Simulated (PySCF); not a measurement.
Relaxation of quartet IrOF₂

These are results of PySCF, UPBE0, basis Ir def2-SVP with ECP60, O def2-SVP, F def2-SVP (scalar-relativistic core potentials, no spin–orbit coupling, density fitting), not measurements. A (50,194) grid was used.

A hand-made T-shaped (ligand arrangement 1) start, of Cs symmetry, held to at least that symmetry:

```xyz
4
charge 0 multiplicity 4, angstrom
Ir   -0.0317    0.0000   -0.1520
O    -1.7507    0.0000   -0.0920
F    -0.0317    0.0000    1.7080
F     1.8272    0.0000   -0.0871
```

Optimiser trace:
| step | E − E(last) (kJ/mol) | largest gradient (Eh/bohr) |
| --- | --- | --- |
| 0 | 64.90 | 0.03867 |
| 1 | 40.64 | 0.02086 |
| 2 | 29.92 | 0.01933 |
| 3 | 18.08 | 0.01204 |
| 4 | 8.10 | 0.01706 |
| 5 | 1.25 | 0.01222 |
| 6 | 0.66 | 0.01182 |
| 7 | 0.11 | 0.00540 |
| 8 | 0.01 | 0.00091 |
| 9 | 0.00 | 0.00017 |

It ends at Cs with Ir–F 1.891 Å (×2), Ir–O 1.717 Å; F–Ir–F 87.1°, F–Ir–O 136.5° (×2) (after a last refinement on a finer grid). A frequency run shows a minimum. Other isomers or separated fragments may lie lower.

Other spin states or occupations of the open shell can lie lower. At this level a doublet minimum of C2v symmetry lies 100 kJ/mol below this structure. No spin–orbit coupling is included, which matters more the heavier the element.

The relaxation took roughly 50 core-seconds on a shared host.
